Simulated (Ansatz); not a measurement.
`[SiH3][O][GaH][Br]` + H–F → `[F][GaH][O][SiH3]` + HBr at 400 K and 1 bar (ligand exchange at a Ga–Br bond).

Gas-phase electronic energies from Ansatz, PBE0-D4/def2-TZVP geometries. CCSD(T)/CBS adds triple-zeta CCSD(T) − MP2 to the extrapolated MP2 energy (def2 sets, frozen cores). This one scheme is used for every species. For Br, Ga outer-core shells are correlated without core-valence functions, which leaves a few kJ/mol of doubt a bond. Scalar relativity is left out up to krypton. One conformer a species, not always the lowest.

```tsv
species	CCSD(T)/CBS energy (Eh)	H − E (kJ/mol)	S (J/(mol·K))
`[SiH3][O][GaH][Br]`	-4864.03713	130.4	412.4
H–F	-100.39570	36.5	182.2
`[F][GaH][O][SiH3]`	-2390.49581	131.9	390.8
HBr	-2573.91920	27.6	207.2
```

H − E and S are ideal-gas, rigid-rotor, harmonic terms from PBE0-D4/def2-TZVP, for one conformer and one mirror image of each species. 1 Eh = 2625.50 kJ/mol, R = 8.31446 J/(mol·K).

Problem. By hand: ΔE, ΔH, ΔS and ΔG.

Solution. ΔE = (-2390.49581) + (-2573.91920) − (-4864.03713) − (-100.39570) = 0.01782 Eh = 46.8 kJ/mol. Δ(H − E) = 131.9 + 27.6 − 130.4 − 36.5 = -7.4, so ΔH = 39.4 kJ/mol. ΔS = 390.8 + 207.2 − 412.4 − 182.2 = 3.4 J/(mol·K). ΔG = 39.4 − 400 × (3.4)/1000 = 38.0 kJ/mol.

Problem. By hand: the equilibrium constant, and the temperature at which ΔG would vanish if ΔH and ΔS stayed fixed.

Solution. log₁₀ K = −ΔG/(RT ln 10) = -5.0. ΔG = 0 at ΔH/ΔS = 11588 K, far beyond where these terms or the molecules hold.

The number of gas molecules stays the same, so ΔS is small and ΔH decides. A doubt of 5 kJ/mol in ΔE shifts log₁₀ K by 0.7 here. Other conformers and mirror images would add mixing entropy, several J/(mol·K) or more a flexible species. Modes under 60 cm⁻¹, often nearly free rotors, make the harmonic entropy too high. These are equilibria of isolated gas molecules and say nothing of rates. Largest T1 diagnostic: 0.014 (customary marks: 0.02 for closed shells, 0.045 for open ones).
